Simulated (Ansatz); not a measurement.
```yaml
crystal:
  periodic: [false, false, false]
  atoms:
    - {symbol: C, position_ang: [0.074696, 1.131389, 2.617411]}
    - {symbol: N, position_ang: [0.231898, 1.440106, 1.216649]}
    - {symbol: C, position_ang: [0.979887, 2.664375, 1.011650]}
    - {symbol: Hf, position_ang: [-0.467500, 0.479928, -0.430582]}
    - {symbol: I, position_ang: [-2.100489, 2.156152, -1.935148]}
    - {symbol: N, position_ang: [-1.490089, -1.163129, 0.185277]}
    - {symbol: C, position_ang: [-1.245647, -2.563844, -0.060529]}
    - {symbol: C, position_ang: [-2.693527, -0.951093, 0.964423]}
    - {symbol: N, position_ang: [1.128356, -0.143794, -1.520901]}
    - {symbol: C, position_ang: [2.542808, 0.025126, -1.290904]}
    - {symbol: C, position_ang: [0.860126, -0.837956, -2.764496]}
    - {symbol: H, position_ang: [-0.491401, 0.206630, 2.746979]}
    - {symbol: H, position_ang: [-0.455031, 1.933710, 3.150989]}
    - {symbol: H, position_ang: [1.048430, 0.999368, 3.110691]}
    - {symbol: H, position_ang: [1.077858, 2.893794, -0.057071]}
    - {symbol: H, position_ang: [0.483685, 3.525770, 1.479049]}
    - {symbol: H, position_ang: [1.995375, 2.592917, 1.426961]}
    - {symbol: H, position_ang: [-0.334640, -2.698855, -0.647298]}
    - {symbol: H, position_ang: [-2.077326, -3.029152, -0.609071]}
    - {symbol: H, position_ang: [-1.123327, -3.120459, 0.879774]}
    - {symbol: H, position_ang: [-2.874175, 0.118649, 1.130017]}
    - {symbol: H, position_ang: [-3.581627, -1.349834, 0.455453]}
    - {symbol: H, position_ang: [-2.626325, -1.429943, 1.951846]}
    - {symbol: H, position_ang: [3.017310, 0.603055, -2.097093]}
    - {symbol: H, position_ang: [3.058788, -0.944328, -1.237508]}
    - {symbol: H, position_ang: [2.720325, 0.548143, -0.348885]}
    - {symbol: H, position_ang: [1.264583, -0.293261, -3.628477]}
    - {symbol: H, position_ang: [-0.219014, -0.946135, -2.932292]}
    - {symbol: H, position_ang: [1.296002, -1.847308, -2.766936]}
basis:
  gaussian: {orbitals: def2-TZVPD, fitting: {mean_field: cc-pVTZ-jkfit}}
magnetization: {spin_polarized: true, initial_magnetization: 1}
hamiltonian: {xc: {name: PBE0}, dispersion: d3bjatm}
output: {forces: true}
```

```sh
$ ansatz run in.yaml --threads 11 --pin off --events-out ev --progress --plain --max-ram 120832MiB --backend cuda --devices 0, --max-vram 75GiB
```

It prints (some lines left out):

```
Error: a molecule whose nuclei and cores have a total charge of 112 cannot have a net charge of 0 together with 1 unpaired electrons
```

In this input the number of unpaired electrons doesn't fit the electron count. The input was rejected before any iteration.
